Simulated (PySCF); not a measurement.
H2Sn, SMILES [SnH2+], charge +1, multiplicity 2.

Geometry optimised at PBE-D3(BJ)/def2-TZVPD. The def2 effective core potentials stand for the cores of Sn; spin–orbit coupling is left out.

Computed with PBE/def2-TZVPD run with PySCF.

The molecule is in vacuum.

```json
{
 "total_energy": "-215.13429 hartree",
 "point_group": "C2v",
 "α spin, highest occupied and lowest empty level": "-12.49 and -10.47 eV",
 "β spin, highest occupied and lowest empty level": "-14.51 and -11.32 eV",
 "dipole_moment_about_the_centre_of_nuclear_charge": "0.16 D",
 "mean_static_polarisability": "32.0 bohr³ (4.74 Å³)",
 "polarisability_principal_values": "25.3, 29.9, 40.6 bohr³",
 "⟨S²⟩": "0.752 (pure state 0.75)"
}
```
